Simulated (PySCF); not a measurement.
Species: C₄H₈FNSi₂.
SMILES: `C#C[Si@@H]1C[C@@H](F)[SiH2]N1`

The closed-shell SCF was solved with PySCF and density fitting under several settings on one GFN2-xTB geometry (grid level 2 and gas phase unless stated).

| settings | basis functions | SCF cycles | E (Eh) | HOMO (eV) | LUMO (eV) | dipole (D) |
| --- | --- | --- | --- | --- | --- | --- |
| PBE0/pcSseg-1 | 190 | 14 | -890.1622 | -7.58 | -0.40 | 2.25 |
| wB97X-D/def2-SVPD | 235 | 14 | -890.3051 | -9.48 | 1.23 | 2.33 |
| KT2/pcSseg-1, IEF-PCM chloroform, level shift 0.3 Eh | 190 | 13 | -900.8002 | -6.20 | -1.33 | 2.39 |

Question: Estimate the row for these settings: LC-wPBE/STO-3G, IEF-PCM benzene, grid level 1.

Answer: 
| settings | basis functions | SCF cycles | E (Eh) | HOMO (eV) | LUMO (eV) | dipole (D) |
| --- | --- | --- | --- | --- | --- | --- |
| LC-wPBE/STO-3G, IEF-PCM benzene, grid level 1 | 56 | 10 | -879.6260 | -6.44 | 7.08 | 1.29 |

Question: Over all rows, what range does the HOMO–LUMO gap span?

Answer: From 4.87 eV (KT2/pcSseg-1, IEF-PCM chloroform, level shift 0.3 Eh) to 13.52 eV (LC-wPBE/STO-3G, IEF-PCM benzene, grid level 1). The functional of the narrowest has no exact exchange, that of the widest range-separated exact exchange.

Question: And the dipole moment?

Answer: From 1.29 D (LC-wPBE/STO-3G, IEF-PCM benzene, grid level 1) to 2.39 D (KT2/pcSseg-1, IEF-PCM chloroform, level shift 0.3 Eh); the largest is 1.85 times the smallest, and the median is 2.29 D.

wB97X-D ran without the empirical dispersion term, which would shift the total energy alone. Cycle counts include a coarse-grid stage where the run had one. KT2 was designed for NMR shieldings or shifts; total energies of different functionals aren't comparable. The structure is a single GFN2-xTB conformer; no vibrational corrections.
